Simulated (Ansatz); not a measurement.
Compare A (`[SiH3]N1CSC1`) with its isomer B (`C[SiH2]NC=S`).

Calculated with Ansatz (gas phase, PBE0-D4/def2-TZVP geometries, no zero-point term in ΔE). CCSD(T)/CBS adds triple-zeta CCSD(T) − MP2 to the extrapolated MP2 energy (def2 sets, frozen cores). Functionals use def2-TZVPP. B3LYP here is the variant with VWN-RPA as its local correlation; programs differ in this. One conformer a species, not always the lowest.

(1) Which isomer does CCSD(T)/CBS put lower? Give the gap. (Best estimate.)

(2) Give E(B) − E(A) in kcal/mol with ωB97M-V, CCSD(T)/def2-TZVPP, PBE-D4, CCSD/def2-TZVPP, B3LYP-D4, B2PLYP, HF/def2-TZVPP. (An estimate is asked.)

Largest T1 diagnostic: 0.016.

## Answers

(1) The calculation gave: B, by 40.5 kcal/mol.

(2) Ansatz gave: ωB97M-V -40.2, CCSD(T)/def2-TZVPP -40.1, PBE-D4 -42.0, CCSD/def2-TZVPP -38.9, B3LYP-D4 -43.1, B2PLYP -42.9, HF/def2-TZVPP -39.4. None reverses the order clearly.

In def2-TZVPP, CCSD(T) changes the Hartree–Fock value by −0.7 kcal/mol (the triples alone add −1.2 kcal/mol) and MP2 by −1.4 kcal/mol. From PBE to PBE0 (25 % exact exchange), in def2-TZVPP and without D4, E(B) − E(A) moves by +2.5 kcal/mol.
